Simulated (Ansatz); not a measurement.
Input file for `OCC1OCCCO1`:

```yaml
crystal:
  periodic: [false, false, false]
  atoms:
    - {symbol: O, position_ang: [-2.375174, 1.344316, -1.382799]}
    - {symbol: C, position_ang: [-1.247067, 0.570643, -1.718085]}
    - {symbol: C, position_ang: [-0.373205, 0.456689, -0.495366]}
    - {symbol: O, position_ang: [0.884250, 0.007369, -0.913575]}
    - {symbol: C, position_ang: [1.775101, -0.108468, 0.177808]}
    - {symbol: C, position_ang: [1.201766, -1.026087, 1.241459]}
    - {symbol: C, position_ang: [-0.197945, -0.551645, 1.583934]}
    - {symbol: O, position_ang: [-0.969565, -0.424374, 0.407717]}
    - {symbol: H, position_ang: [-3.055431, 1.195287, -2.041213]}
    - {symbol: H, position_ang: [-1.518299, -0.443905, -2.032117]}
    - {symbol: H, position_ang: [-0.653030, 1.038764, -2.512211]}
    - {symbol: H, position_ang: [-0.265841, 1.446754, -0.012816]}
    - {symbol: H, position_ang: [1.962098, 0.890374, 0.603483]}
    - {symbol: H, position_ang: [2.715674, -0.486378, -0.225419]}
    - {symbol: H, position_ang: [1.838815, -1.023535, 2.130825]}
    - {symbol: H, position_ang: [1.155538, -2.048324, 0.856318]}
    - {symbol: H, position_ang: [-0.723898, -1.256616, 2.229150]}
    - {symbol: H, position_ang: [-0.153776, 0.419115, 2.102907]}
basis:
  gaussian: {orbitals: def2-TZVPP}
correlation: {method: ccsd_t}
```

```sh
$ ansatz run in.yaml --threads 2 --pin off --events-out ev --progress --plain --max-ram 32768MiB --backend cuda --devices 0, --max-vram 18GiB
```

Output of Ansatz, abridged:

```
Functional definition: HF
2359 factors; integrals over basis functions are off by at most 9.4e-4 eV
mean field evaluation 1: about -11419.9998 eV, gradient 4.9e1 eV
mean field evaluation 2: about -11420.5060 eV, gradient 4.9e1 eV
mean field evaluation 4: about -11425.9530 eV, gradient 5.9e0 eV
mean field evaluation 8: about -11426.0469 eV, gradient 3.0e-1 eV
mean field -11426.04718249 eV, -419.8994891035 hartree, gradient 1.1e-6 eV, S^2 0.000000; 0 other end points of the search recorded, 0 dependent functions left out
8 core orbitals not correlated: weight in the atoms' cores, before any rotation towards them, 1.000 or more for the frozen orbitals, at most 0.000 for the correlated occupied ones
reference -11426.04718249 eV, -419.8994891035 hartree; 24, 24 occupied and 356, 356 virtual orbitals, 2359 factors
second order -42.20958568 eV of doubles, -0.00000000 eV of singles
cycle   1  -42.35505160 eV  change   -1.5e-1 eV  update   1.3e-1
cycle   2  -43.32010939 eV  change   -9.7e-1 eV  update   3.6e-2
cycle   3  -43.52522676 eV  change   -2.1e-1 eV  update   1.8e-2
cycle   4  -43.50816705 eV  change    1.7e-2 eV  update   3.8e-3
cycle   5  -43.50753319 eV  change    6.3e-4 eV  update   1.8e-3
cycle   6  -43.50907527 eV  change   -1.5e-3 eV  update   5.7e-4
cycle   7  -43.50875776 eV  change    3.2e-4 eV  update   2.4e-4
cycle   8  -43.50860148 eV  change    1.6e-4 eV  update   6.8e-5
cycle   9  -43.50861585 eV  change   -1.4e-5 eV  update   2.5e-5
perturbative correction -1.73802597 eV, -0.0638712763 hartree
Total energy: -11471.29382431 eV, -421.5622725210 hartree
```

Run time 26 s (2 threads of an AMD EPYC 7R13 on a shared host and a share of an NVIDIA H100 80 GB); peak host memory 0.85 GiB.

The correlation energy is -45.247 eV, 3.8 % of it from (T); the T1 diagnostic reads 0.0111.
